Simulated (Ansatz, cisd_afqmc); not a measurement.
Species: CH$_{6}$SSi, charge 0, singlet. CH6SSi (methylsulfanylsilane, SMILES CS[SiH3]).
B3LYP-D3(BJ)/def2-TZVP minimum from Ansatz (a quantum-chemistry and plane-wave program):
```
S
C 1 1.8330
H 2 1.0880 1 106.71
H 2 1.0885 3 109.06 1 119.89
H 2 1.0885 3 109.06 4 120.22
Si 1 2.1356 2 99.41 3 -180.00
H 6 1.4783 1 106.28 2 -180.00
H 6 1.4830 7 110.20 1 -120.50
H 6 1.4830 7 110.20 8 -119.01
```

Total energies in cc-pV(D+d)Z, 20 correlated electrons, 11 frozen orbitals. Open shells are spin-unrestricted; no spin-orbit coupling. Cores are frozen in correlated methods. No relativity. AFQMC/CISD: phaseless, guided by CISD from CCSD amplitudes; bars are statistical, one sigma. Outlying blocks are dropped, and bars are widened where a walk drifts. Over all cases where full CI ran beside it in this data, AFQMC minus full CI had a median of +0.1 mEh and passed +0.4 mEh in a tenth of the cases.

| method | program | energy (Eh) | minus CCSDT(Q) (mEh) |
|---|---|---|---|
| HF | Ansatz | -727.85133 | 454.34 |
| MP2 | Ansatz | -728.23760 | 68.08 |
| CCSD | Ansatz | -728.29138 | 14.29 |
| CCSD(T) | Ansatz | -728.30373 | 1.95 |
| CCSDT(Q) | Ansatz | -728.30567 | 0.00 |
| AFQMC/CISD | cisd_afqmc | -728.3055 ± 0.0004 | 0.2 ± 0.4 |

Rough core times of Ansatz's runs on a shared machine: CCSD(T) under 20 s, CCSDT(Q) 8 min.
